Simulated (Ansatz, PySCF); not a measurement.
System: H₂B (cation, charge +1), singlet: symmetric bend, bond length relaxed. Scanned: H-B-H angle. Other coordinates (B-H bond length) were minimised at B3LYP/def2-TZVP.

- RHF/STO-3G = restricted Hartree-Fock/STO-3G run with PySCF
- RMP2/6-31G* = restricted MP2 (frozen core)/6-31G*, spherical d in PySCF
- RKS-B3LYP/6-31G* = PySCF with restricted B3LYP/6-31G*, spherical d
- FCI/aug-cc-pVDZ = full CI/aug-cc-pVDZ, frozen core run with Ansatz (a program for electronic structure)

Energies relative to the lowest point of each profile, in kcal/mol; the last columns give the difference from FCI:

| a / ° | RHF/STO-3G | RMP2/6-31G* | RKS-B3LYP/6-31G* | FCI/aug-cc-pVDZ | RHF/STO-3G − FCI/aug-cc-pVDZ | RMP2/6-31G* − FCI/aug-cc-pVDZ | RKS-B3LYP/6-31G* − FCI/aug-cc-pVDZ |
|---|---|---|---|---|---|---|---|
| 180 | 0.0 | 0.0 | 0.0 | 0.0 | 0.0 | 0.0 | 0.0 |
| 172.22 | 0.5 | 0.5 | 0.5 | 0.5 | 0.0 | 0.0 | 0.0 |
| 160.68 | 3.1 | 2.9 | 2.8 | 2.9 | 0.2 | 0.0 | 0.0 |
| 147.77 | 8.7 | 8.1 | 8.0 | 8.1 | 0.7 | 0.0 | -0.1 |
| 139.96 | 13.5 | 12.6 | 12.4 | 12.5 | 1.0 | 0.1 | -0.1 |
| 129.50 | 21.7 | 20.4 | 19.9 | 20.1 | 1.5 | 0.3 | -0.2 |
| 118.19 | 32.9 | 31.2 | 30.4 | 30.6 | 2.3 | 0.6 | -0.2 |
| 107.84 | 45.8 | 43.4 | 42.2 | 42.4 | 3.4 | 1.0 | -0.2 |
| 101.55 | 55.0 | 52.1 | 50.5 | 50.7 | 4.3 | 1.4 | -0.2 |
| 89.36 | 76.3 | 71.8 | 69.5 | 69.5 | 6.8 | 2.3 | 0.0 |
| 79.93 | 96.7 | 90.1 | 87.0 | 86.7 | 10.1 | 3.5 | 0.3 |
| 71.98 | 117.1 | 107.9 | 103.9 | 102.9 | 14.2 | 5.0 | 1.0 |

RHF/STO-3G is furthest from FCI/aug-cc-pVDZ at 71.98 (14.2 kcal/mol, above); its mean absolute difference over the points is 3.7 kcal/mol.

RMP2/6-31G* is furthest from FCI/aug-cc-pVDZ at 71.98 (5.0 kcal/mol, above); its mean absolute difference over the points is 1.2 kcal/mol.

RKS-B3LYP/6-31G* is furthest from FCI/aug-cc-pVDZ at 71.98 (1.0 kcal/mol, above); its mean absolute difference over the points is 0.2 kcal/mol.

The scan ran from 180.0 to 60.0; beyond the range shown the relaxed coordinates jump or full CI changes its symmetry label.
